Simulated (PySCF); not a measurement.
BH3N, SMILES [BH]N (connectivity only; charge and spin as stated), charge +1, multiplicity 1.

Geometry optimised at TPSSh-D3(BJ)/def2-TZVP. The multiplicity is an assumed one; other spin states were not compared. The isomer is the one that the SMILES or the coordinates give; other isomers of the formula were not compared.

These are ωB97X/def2-TZVPD (PySCF) values and carry that method's errors.

Symmetry labels are those of the subgroup C2v that the program uses (full group C2v).

Computed valence orbital energies around the gap with their symmetry:
```
orbital  symmetry  energy (eV)
-------  --------  -----------
HOMO−6         A1      -399.78
HOMO−5         A1      -196.10
HOMO−4         A1       -35.46
HOMO−3         A1       -25.42
HOMO−2         B2       -24.64
HOMO−1         A1       -22.68
HOMO           B1       -19.43
LUMO           B2        -6.27
LUMO+1         B1        -4.76
LUMO+2         A1        -3.35
LUMO+3         A1        -1.89
```
